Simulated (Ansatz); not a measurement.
Al2F2H4O2 (`[F][Al@H-]1[OH+][Al@@H-]([F])[OH+]1`) at its PBE0-D4/def2-TZVP geometry, where that method's forces vanish. The species carries charge 0 and has multiplicity 1.

```tsv
atom	x (Å)	y (Å)	z (Å)
F1	-1.471	1.044	-1.852
Al2	-0.523	-0.186	-1.285
O3	-0.982	-0.516	0.468
Al4	0.556	0.090	1.281
F5	0.198	1.470	2.118
O6	1.014	0.409	-0.470
H7	-0.287	-1.440	-2.198
H8	-1.859	-0.359	0.820
H9	1.464	-0.994	1.965
H10	1.890	0.481	-0.847
```

For each bond, give half the difference of the two atoms' forces along it (eV/Å; positive pushes the atoms apart) under PBE-D4, r2SCAN-D4, B3LYP-D4, ωB97M-V in def2-TZVPP. (Best estimate.)

Ansatz gave: 
| bond | length (Å) | PBE-D4 | r2SCAN-D4 | B3LYP-D4 | ωB97M-V |
| --- | --- | --- | --- | --- | --- |
| F1–Al2 | 1.654 | 0.35 | 0.03 | 0.12 | 0.12 |
| Al2–O3 | 1.841 | 0.07 | 0.01 | 0.10 | 0.12 |
| Al2–O6 | 1.839 | 0.03 | 0.01 | 0.09 | 0.12 |
| Al2–H7 | 1.570 | -0.12 | -0.04 | -0.19 | -0.24 |
| O3–Al4 | 1.841 | 0.07 | 0.01 | 0.10 | 0.12 |
| O3–H8 | 0.958 | 0.28 | 0.01 | -0.03 | -0.08 |
| Al4–F5 | 1.654 | 0.35 | 0.03 | 0.12 | 0.12 |
| Al4–O6 | 1.839 | 0.03 | 0.01 | 0.09 | 0.12 |
| Al4–H9 | 1.570 | -0.12 | -0.04 | -0.19 | -0.24 |
| O6–H10 | 0.956 | 0.26 | 0.01 | -0.03 | -0.08 |

B3LYP here is the variant with VWN-RPA as its local correlation; programs differ in this.
